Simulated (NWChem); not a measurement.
Species: CoClF, quartet; SMILES [Cl][Co][F]

```xyz
3

Co     0.0000     0.0000     0.3775
F      0.0000     0.0000     2.0862
Cl     0.0000     0.0000    -1.7350
```
Atoms are numbered in this order, from 1.

Level: PBE0/def2-SVP, spin-unrestricted (NWChem), optimised geometry, unscaled harmonic frequencies. This spin state was assumed; another may lie lower.

Question: List the harmonic frequencies with IR intensities, and the thermochemistry.

Answer: 
```json
[
 {"frequency (cm⁻¹)": "112", "IR intensity (km/mol)": "29.9"},
 {"frequency (cm⁻¹)": "112", "IR intensity (km/mol)": "29.9"},
 {"frequency (cm⁻¹)": "413", "IR intensity (km/mol)": "20.9"},
 {"frequency (cm⁻¹)": "734", "IR intensity (km/mol)": "162.7"}
]
```

```yaml
zero_point_energy: 2.0 kcal/mol
thermal correction to the enthalpy at 298.15 K (with zero-point energy): 5.2 kcal/mol
heat capacity Cv: 11.1 cal/(mol K)
dipole_moment: 0.34 D
```

Rigid rotor and harmonic oscillator.
